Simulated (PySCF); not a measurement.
# Bonding in `C=CC[SiH2]CC`

Compound: C5H12Si.
SMILES with atom numbers: `[CH2:1]=[CH:2][CH2:3][SiH2:4][CH2:5][CH3:6]` (hydrogens: H7, H8 on C1; H9 on C2; H10, H11 on C3; H12, H13 on Si4; H14, H15 on C5; H16, H17, H18 on C6)

Geometry (PBE0-D3(BJ)/def2-SVP, Å), atoms numbered from 1 in this order:
```xyz
18
C5H12Si angstrom
C      2.0063    1.7162    0.3577
C      2.0308    0.3802    0.3371
C      1.1012   -0.5233    1.0745
Si    -0.1818   -1.3004   -0.0925
C     -1.1957    0.0325   -0.9562
C     -1.9635    0.9473   -0.0060
H      1.2950    2.2702    0.9795
H      2.7036    2.3057   -0.2423
H      2.7698   -0.1162   -0.3059
H      0.5618    0.0203    1.8681
H      1.6500   -1.3486    1.5598
H      0.5310   -2.1402   -1.1088
H     -1.0781   -2.1971    0.7087
H     -1.8851   -0.4675   -1.6583
H     -0.5008    0.6217   -1.5796
H     -2.6465    0.3787    0.6458
H     -1.2816    1.5125    0.6488
H     -2.5717    1.6853   -0.5525
```

Bond orders from the PBE0/pcSseg-1 density (PySCF). Isolated species at its PBE0-D3(BJ)/def2-SVP geometry (one conformer only).

(1) How far do the computed orders between heavy atoms stray from the drawn ones?

(2) Give the Mayer order of every bond, beside its length.

Answers

(1) The largest departure is 0.116, at C3–Si4 (drawn single, 0.884).

(2) 
```tsv
bond	drawn as	length (Å)	Mayer order
C1–C2	double	1.336	1.966
C2–C3	single	1.491	1.038
C3–Si4	single	1.900	0.884
Si4–C5	single	1.884	0.929
C5–C6	single	1.526	1.047
C1–H7	single	1.095	0.951
C1–H8	single	1.093	0.954
C2–H9	single	1.098	0.953
C3–H10	single	1.103	0.943
C3–H11	single	1.104	0.937
Si4–H12	single	1.499	0.951
Si4–H13	single	1.500	0.946
C5–H14	single	1.104	0.947
C5–H15	single	1.104	0.937
C6–H16	single	1.102	0.965
C6–H17	single	1.101	0.961
C6–H18	single	1.102	0.968
```

By pair of heavy elements: C–C: lowest C2–C3 (1.038, 1.491 Å), highest C1–C2 (1.966, 1.336 Å). C–Si: lowest C3–Si4 (0.884, 1.900 Å), highest Si4–C5 (0.929, 1.884 Å).

Question: Sum the orders of all bonds at each heavy atom with more than one neighbour and set the sums beside the valence in the SMILES.

Answer: C1 3.871 (drawn 4), C2 3.957 (drawn 4), C3 3.802 (drawn 4), Si4 3.710 (drawn 4), C5 3.860 (drawn 4), C6 3.941 (drawn 4). Orders between atoms that aren't bonded are not in these sums.

Mayer orders depend on the basis set.
